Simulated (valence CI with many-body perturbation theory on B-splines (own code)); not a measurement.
# Sc IX: electric-dipole lines

Calculated by valence CI with perturbative core correlation (CI+MBPT): three valence electrons over a frozen Dirac-Fock core [Ne], radial functions for each j: 11 s, 11 p, 10 d, 8 f, 5 g, 2 h, with the one-electron correlation potential Σ1, the two-electron term Σ2, the three-electron term Σ3, Breit, model QED; selected CI, second order for the rest, scaled by the run's own slope (own B-spline code, finite nucleus).

No measured levels were compared; by estimate levels of excited configurations hold to 0.05 to 0.15 % of their energy, terms of the ground configuration to about 0.5 %.

Lines 251 to 300 of 578 in falling wavelength, among levels below 1031500 cm⁻¹, chosen from the strongest by gf and those to the six lowest levels. Wavelengths and rates use the calculated energies, so an error of 200 cm⁻¹ moves a line at 38.80 nm by 0.078 % and its rate by three times that or more. Electric multipoles are in the length gauge, E1 and E2 with the static RPA response of the core. Weak lines are less certain than strong ones. Lines between different terms over intervals too small for the method are left out, as are lines whose strength nearly cancels. Where a level lies close to another of its J and parity, the split of strength between their lines is uncertain. The highest levels of a list are the least certain.

Names give the largest LS component (configuration and term), which can be under half, so a name can repeat, a term be missing and a line seem to break the LS rules; names also repeat where a configuration has a term twice. Letters in brackets count levels of one name in rising energy.

| λ vac (nm) | Upper | Lower | A (s⁻¹) | S (a.u.) |
| --- | --- | --- | --- | --- |
| 38.80 | 3p2 3d 2F_7/2 [b] | 3s 3p 3d 2D°_5/2 [a] | 6.93e+09 | 1.60e+00 |
| 38.65 | 3p 3d2 2F°_7/2 [b] | 3p2 3d 2F_7/2 [b] | 5.62e+09 | 1.28e+00 |
| 38.55 | 3s 3p2 2P_3/2 | 3s2 3p 2P°_1/2 | 4.00e+09 | 4.52e-01 |
| 38.51 | 3p 3d2 2F°_5/2 [b] | 3p2 3d 2F_5/2 [b] | 5.84e+09 | 9.87e-01 |
| 38.47 | 3p 3d2 2P°_3/2 [a] | 3p2 3d 2P_3/2 [b] | 4.79e+09 | 5.38e-01 |
| 38.23 | 3p 3d2 4G°_5/2 | 3p2 3d 4F_3/2 | 4.37e+09 | 7.23e-01 |
| 38.21 | 3p 3d2 4G°_7/2 | 3p2 3d 4F_5/2 | 4.39e+09 | 9.68e-01 |
| 38.21 | 3p 3d2 4G°_9/2 | 3p2 3d 4F_7/2 | 4.59e+09 | 1.26e+00 |
| 38.19 | 3p 3d2 4G°_11/2 | 3p2 3d 4F_9/2 | 4.91e+09 | 1.62e+00 |
| 38.16 | 3p 3d2 2P°_1/2 [a] | 3p2 3d 2P_3/2 [b] | 4.83e+09 | 2.65e-01 |
| 38.02 | 3p2 3d 2D_5/2 [a] | 3p3 2P°_3/2 | 2.77e+09 | 4.50e-01 |
| 37.83 | 3p2 3d 2D_3/2 [a] | 3p3 2P°_1/2 | 2.70e+09 | 2.89e-01 |
| 37.79 | 3s 3p 3d 4P°_3/2 | 3s 3p2 2D_3/2 | 7.50e+07 | 7.99e-03 |
| 37.72 | 3s 3d2 2F_5/2 | 3s 3p 3d 2D°_5/2 [b] | 1.83e+09 | 2.91e-01 |
| 37.69 | 3s 3d2 2F_7/2 | 3s 3p 3d 2D°_5/2 [b] | 2.56e+10 | 5.41e+00 |
| 37.61 | 3s 3d2 2F_5/2 | 3s 3p 3d 2D°_3/2 [b] | 2.30e+10 | 3.62e+00 |
| 37.09 | 3p3 2P°_3/2 | 3s 3p2 4P_5/2 | 3.54e+07 | 3.57e-03 |
| 36.68 | 3p2 3d 2P_3/2 [a] | 3p3 2D°_5/2 | 8.97e+09 | 8.73e-01 |
| 36.67 | 3p3 2P°_3/2 | 3s 3p2 4P_3/2 | 7.27e+07 | 7.07e-03 |
| 36.58 | 3s 3p 3d 4F°_7/2 | 3s 3p2 4P_5/2 | 3.50e+07 | 6.78e-03 |
| 36.45 | 3p 3d2 2D°_5/2 [b] | 3p2 3d 2F_7/2 [b] | 5.19e+09 | 7.45e-01 |
| 36.42 | 3p 3d2 2D°_3/2 [b] | 3p2 3d 2F_5/2 [b] | 7.21e+09 | 6.87e-01 |
| 36.40 | 3s 3p 3d 4F°_5/2 | 3s 3p2 4P_3/2 | 2.13e+07 | 3.04e-03 |
| 36.31 | 3p 3d2 2G°_9/2 [a] | 3p2 3d 2G_9/2 | 6.03e+09 | 1.42e+00 |
| 36.28 | 3p2 3d 4D_1/2 | 3p3 2D°_3/2 | 5.38e+09 | 2.53e-01 |
| 36.24 | 3p 3d2 4D°_3/2 [b] | 3p2 3d 4P_1/2 | 8.99e+09 | 8.45e-01 |
| 36.22 | 3p 3d2 4D°_1/2 [b] | 3p2 3d 4P_1/2 | 1.71e+10 | 8.02e-01 |
| 36.20 | 3p 3d2 4D°_5/2 [b] | 3p2 3d 4P_3/2 | 1.45e+10 | 2.03e+00 |
| 36.17 | 3p 3d2 4D°_3/2 [b] | 3p2 3d 4P_3/2 | 9.96e+09 | 9.30e-01 |
| 36.15 | 3p 3d2 2G°_7/2 [a] | 3p2 3d 2G_7/2 | 7.26e+09 | 1.35e+00 |
| 36.13 | 3p 3d2 4D°_7/2 [b] | 3p2 3d 4P_5/2 | 1.81e+10 | 3.37e+00 |
| 36.09 | 3p 3d2 4D°_5/2 [b] | 3p2 3d 4P_5/2 | 4.62e+09 | 6.43e-01 |
| 35.99 | 3p 3d2 4F°_7/2 | 3p2 3d 2G_7/2 | 3.52e+09 | 6.48e-01 |
| 35.97 | 3p 3d2 4F°_9/2 | 3p2 3d 2G_9/2 | 3.82e+09 | 8.77e-01 |
| 35.95 | 3s 3p 3d 2P°_3/2 [a] | 3s 3p2 2P_3/2 | 7.07e+09 | 6.49e-01 |
| 35.82 | 3s 3p 3d 2D°_5/2 [a] | 3s 3p2 2D_5/2 | 1.87e+10 | 2.54e+00 |
| 35.77 | 3s 3p 3d 2D°_3/2 [a] | 3s 3p2 2D_3/2 | 1.85e+10 | 1.67e+00 |
| 35.77 | 3s 3p 3d 2D°_5/2 [a] | 3s 3p2 2D_3/2 | 1.70e+09 | 2.30e-01 |
| 35.75 | 3p2 3d 2P_1/2 [a] | 3p3 2D°_3/2 | 5.89e+09 | 2.66e-01 |
| 35.58 | 3s 3d2 4F_5/2 | 3s 3p 3d 4D°_5/2 | 2.89e+09 | 3.85e-01 |
| 35.56 | 3s 3d2 4F_7/2 | 3s 3p 3d 4D°_7/2 | 1.91e+09 | 3.38e-01 |
| 35.55 | 3s 3d2 4F_7/2 | 3s 3p 3d 4D°_5/2 | 1.16e+10 | 2.07e+00 |
| 35.55 | 3s 3d2 4F_3/2 | 3s 3p 3d 4D°_3/2 | 2.79e+09 | 2.47e-01 |
| 35.53 | 3s 3d2 4F_5/2 | 3s 3p 3d 4D°_3/2 | 8.17e+09 | 1.08e+00 |
| 35.53 | 3s 3d2 4F_9/2 | 3s 3p 3d 4D°_7/2 | 1.61e+10 | 3.56e+00 |
| 35.48 | 3p 3d2 4D°_7/2 [b] | 3p2 3d 2D_5/2 [a] | 2.83e+09 | 5.00e-01 |
| 35.47 | 3s 3d2 4F_3/2 | 3s 3p 3d 4P°_1/2 | 5.40e+09 | 4.76e-01 |
| 35.38 | 3p 3d2 4D°_7/2 [a] | 3p2 3d 4D_7/2 | 2.33e+09 | 4.07e-01 |
| 35.35 | 3p 3d2 4D°_5/2 [a] | 3p2 3d 4D_5/2 | 2.30e+09 | 3.00e-01 |
| 35.30 | 3p 3d2 2D°_5/2 [b] | 3p2 3d 2D_5/2 [b] | 1.23e+10 | 1.60e+00 |
